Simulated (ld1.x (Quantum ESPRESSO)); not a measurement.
Varying the ultrasoft potential for silicon

Base potential:

```
Element                 : Si (Z = 14)
Generator               : ld1.x (Quantum ESPRESSO) 7.5
Type                    : ultrasoft
Functional              : LDA (PZ)
Relativity              : scalar-relativistic
Frozen core             : [Ne]
Valence charge          : 4
Reference configuration : 3s2 3p0 (charge +2)
Partial waves           : 3s (bound): rcut 1.50, rcutus 1.70 bohr; 3s channel at 2.35 Ry: rcut 1.50, rcutus 1.70 bohr; 3p (bound, empty): rcut 1.25, rcutus 1.60 bohr; 3p channel at 0.05 Ry: rcut 1.25, rcutus 1.60 bohr
Local potential         : all-electron potential smoothed inside 1.55 bohr (lloc = -1)
Core correction         : Bessel-smoothed model core inside 1.50 bohr
Augmentation charge     : PSQ, inside the norm-conserving radii
```

All-electron outer shells of the reference configuration (LDA (PZ), scalar-relativistic, ld1.x):

| shell | level (eV) | outermost node (bohr) | outermost maximum (bohr) |
| --- | --- | --- | --- |
| 3s | -28.66 | 0.72 | 1.69 |
| 3p | -20.66 | 0.71 | 1.89 |

Cutoffs, loose and tight: the cutoffs (Ry, on a coarse ladder) from which the occupation-weighted sum of valence levels, in a spherical-Bessel basis at the reference potential, stays within 10 and 1 mRy of its value at 400 Ry. They do not see the model core or the augmentation charge, which bear on the density cutoff. Test errors are all-electron minus pseudo excitation energies from the reference, over the configurations 3s2 3p2; 3s2 3p1; 3s1 3p0; 3s2 3p2.3; 3s1 3p2; 3s1 3p3; 3s2 3p1.5 (two spin-polarised tests are not counted in the largest error). A dash means not determined; rows that change the core or the reference have their own tests.

| change | outcome | cutoff, loose | cutoff, tight | bound ghosts | largest test error (meV) |
| --- | --- | --- | --- | --- | --- |
| base | generated | 10 Ry | 15 Ry | none | -7.1 |
| waves 3p (bound): rcut 1.25, rcutus 2.28 bohr; 3p channel at 0.05 Ry: rcut 1.25, rcutus 2.28 bohr | generated | 10 Ry | 15 Ry | none | -7.1 |
| local potential all-electron potential smoothed inside 1.18 bohr (lloc = -1) | generated | 10 Ry | 15 Ry | none | -7.1 |
| augmentation PSQ, radius 1.15 bohr | generated | 10 Ry | 15 Ry | none | -11 |
| core correction Bessel-smoothed model core inside 1.16 bohr | generated | 10 Ry | 15 Ry | none | -13 |
| local potential all-electron potential smoothed inside 1.45 bohr (lloc = -1) | generated | 10 Ry | 15 Ry | none | -7.1 |

What comes out with this change to the base: waves 3s (bound): rcut 1.00, rcutus 1.06 bohr; 3s channel at 2.35 Ry: rcut 1.00, rcutus 1.06 bohr?

outcome: failed: chargeps: negative rho. Cause: the pseudo-density turned negative during the self-consistent test, most likely because a state had been found with a wrong node count and its wave set to zero before.
